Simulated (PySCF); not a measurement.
A geometry optimisation on [MoOCl4]-, `[O]=[Mo-]([Cl])([Cl])([Cl])[Cl]` [radical].

Computed with PBE0-D3(BJ)/def2-SVP geometry optimisation, gas phase, def2 core potentials past Kr (PySCF 2.14.0). Start geometry: GFN2-xTB. The input is one job of a driver script: a line of settings, then coordinates in Å.

Input:
```
{"job": {"xc": "PBE0", "basis": "def2-SVP", "d3": "d3bj", "grid": 1, "maxiter": 40, "kind": "geom"}, "charge": -1, "multiplicity": 2}
Mo    -0.000120    -0.000720     0.224630
O      0.000580    -0.006670     1.866760
Cl     2.230610     0.014040    -0.523940
Cl    -0.013010     2.232990    -0.514220
Cl    -2.230240    -0.010480    -0.523020
Cl     0.012180    -2.229160    -0.530210
```

Output:
```
step   0  E = -1983.25052143  max force = 0.018454
step   1  E = -1983.25183433  max force = 0.005465
step   2  E = -1983.25234559  max force = 0.001434
step   3  E = -1983.25242766  max force = 0.000240
step   4  E = -1983.25242879  max force = 0.000052
optimisation converged
```

Energies in Eh; «max force» is the largest Cartesian gradient component in Eh/bohr.

Problem. Give the first gradient maximum in eV/Å.

Solution. With 1 Eh/bohr = 51.422 eV/Å, 0.949 eV/Å.

In short: final energy -1983.25243 Eh after 4 steps.

Problem. Where do the atoms end?

Solution. 0.061 Å rms from the input after alignment:
```
atom  x, y, z in Å
Mo1    0.0001   -0.0001    0.1516
O2     0.0001   -0.0038    1.7958
Cl3    2.2717    0.0003   -0.4874
Cl4    0.0003    2.2734   -0.4814
Cl5   -2.2718    0.0011   -0.4874
Cl6   -0.0004   -2.2709   -0.4912
```

Time: 71 s of wall time. Hardware: one thread of an Arm Neoverse V1, no GPU (shared host).
Labels such as C1 count atoms from 1, the log's own numbers from 0.

Neither the SCF state along the optimisation nor the shape of the open-shell metal species was proved the lowest: other solutions of the same spin, or a structure of lower symmetry, can lie below.
